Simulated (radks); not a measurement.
The nickel ion Ni2+, 26 electrons, occupied as [Ar] 3d6 4d2 (not the ground configuration). Calculated with a radial shooting solver on a logarithmic mesh with Libxc functionals: non-relativistic Kohn-Sham, revTPSS, spin-polarised, spherical densities, point nucleus; open shells are filled with parallel spins first; meta-GGA in the generalised Kohn-Sham scheme. Some entries of the table are withheld. Estimate them.

orbital,occ.,eigenvalue (Ry),<r^2> (bohr^2),r(max) (bohr)
1s up,1,-601.5142,0.004024,0.03613
1s down,1,-601.5133,0.004023,0.03613
2s up,1,-74.45619,0.07260,0.2073
2s down,1,-74.28745,0.07232,0.2071
2p up,3,-65.25012,0.05770,(1)
2p down,3,-65.10673,0.05743,(2)
3s up,1,-11.39468,0.6238,0.6433
3s down,1,-10.99332,0.6298,0.6441
3p up,3,(3),0.6773,0.6447
3p down,3,(4),0.6882,0.6459
3d up,5,-3.86559,0.8698,0.6048
3d down,1,-3.45551,0.9277,0.6107
4d up,2,-0.92875,(5),3.019

Answer. 
(1) 2p up r(max) (bohr): 0.1663
(2) 2p down r(max) (bohr): 0.1661
(3) 3p up eigenvalue (Ry): -8.56458
(4) 3p down eigenvalue (Ry): -8.15697
(5) 4d up <r^2> (bohr^2): 12.84
